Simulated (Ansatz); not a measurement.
The Sn1–Cl3 bond of ClHSn (SMILES [Cl][SnH]) is stretched (multiplicity 1, the rest rigid).
Geometry at rest (charge 0, multiplicity 1):
```xyz
3

Sn    -0.305    -0.300     0.418
H     -1.422    -0.943    -0.819
Cl     0.980     0.939    -1.180
```

Frozen-core correlation. Filled d and f shells under p-block atoms count as core.

Run with Ansatz (Gaussian basis) for Hartree–Fock, density functionals and correlated methods. Values without a source in brackets are computed. In def2 rows elements past Kr take small-core potentials, without spin–orbit coupling.

FIC-MRCISD+Q on CASSCF(6,4)/def2-TZVPP, total energies (hartree):

```tsv
R (Å)	CASSCF	MRCISD	weight c² of the reference
2.396	-673.495330	-673.762758	0.89251
4.193	-673.384473	-673.641925	0.89172
7.667	-673.371153	-673.623531	0.89300
```

Problem. Add the Davidson correction (E_MRCISD − E_CASSCF)(1 − c²)/c² and give the energies above the first point at the three levels.

Solution. 
Corrections (hartree): -0.032208, -0.031261, -0.030240. Above the first point (kcal/mol):
- R = 4.193 Å: CASSCF 69.6, MRCISD 75.8, with the correction 76.4
- R = 7.667 Å: CASSCF 77.9, MRCISD 87.4, with the correction 88.6

Doubts at one or more of the structures used: active orbitals that take no part (FIC-MRCISD+Q on CASSCF(6,4)/def2-TZVPP).

Ansatz is an electronic-structure program.
